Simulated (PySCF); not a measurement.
(Z)-1,2-difluoroethene (C₂H₂F₂), SMILES F/C=C\F. Geometry: B3LYP-D3(BJ)/def2-SVP.

TDDFT-PBE/def2-SVPD (PySCF 2.14.0) puts the lowest singlet excitations at 6.18, 7.29, 7.53, 7.57, 8.25, 8.67 eV.

Problem. What are the lowest excitation roots from ADC(2)/aug-cc-pVDZ (PySCF)? (An estimate is asked for; the answer gives what the named calculation found.)

Solution. 6.45, 7.14, 7.64, 7.80, 8.17, 8.74 eV. S1 differs by 0.27 eV (second minus first; roots are paired by order, and the bases may differ).
